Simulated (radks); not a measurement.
Task: Ho+, configuration [Xe] 4f11 6s1. All-electron calculation, scalar-relativistic Kohn-Sham, BP86, spin-polarised, spherical densities, point nucleus; open shells are filled with parallel spins first (spin-orbit coupling, left out, can overturn this in heavy ions). Program: a radial shooting solver on a logarithmic mesh with Libxc functionals. Some entries of the table are withheld. Estimate them.

orbital,occ.,eigenvalue (hartree),<r^2> (bohr^2),<1/r> (bohr^-1)
1s up,1,-2040.145,0.0005879,76.08
1s down,1,-2040.145,0.0005879,76.08
2s up,1,-341.4324,0.009166,17.69
2s down,1,-341.4312,0.009166,17.69
2p up,3,-302.4878,0.007439,16.38
2p down,3,-302.4868,0.007439,16.38
3s up,1,-76.46186,0.06038,6.516
3s down,1,-76.41785,0.06034,6.519
3p up,3,-64.56236,0.06073,6.097
3p down,3,-64.51849,0.06067,6.100
3d up,5,-49.46421,0.05074,5.781
3d down,5,-49.43061,0.05069,5.783
4s up,1,-15.33265,0.3038,2.750
4s down,1,-15.23748,0.3039,2.749
4p up,3,-11.41715,0.3443,2.519
4p down,3,-11.32324,0.3444,2.518
4d up,5,-6.13045,0.4129,2.222
4d down,5,-6.03802,0.4137,2.220
5s up,1,-2.11787,1.827,1.041
5s down,1,-2.07018,1.847,1.034
5p up,3,-1.21138,2.617,0.8620
5p down,3,-1.17438,2.643,0.8555
4f up,7,-0.39395,(1),1.609
6s up,1,-0.34975,14.63,(2)
6s down,0,-0.31497,15.35,(3)
4f down,4,-0.31286,(4),1.586
5d up,0,(5),9.298,0.4710
5d down,0,(6),9.554,0.4694
6p up,0,-0.21491,23.84,0.2705
6p down,0,-0.18782,26.73,0.2558

Result: 
(1) 4f up <r^2> (bohr^2): 0.9701
(2) 6s up <1/r> (bohr^-1): 0.3461
(3) 6s down <1/r> (bohr^-1): 0.3406
(4) 4f down <r^2> (bohr^2): 1.047
(5) 5d up eigenvalue (hartree): -0.26689
(6) 5d down eigenvalue (hartree): -0.23638
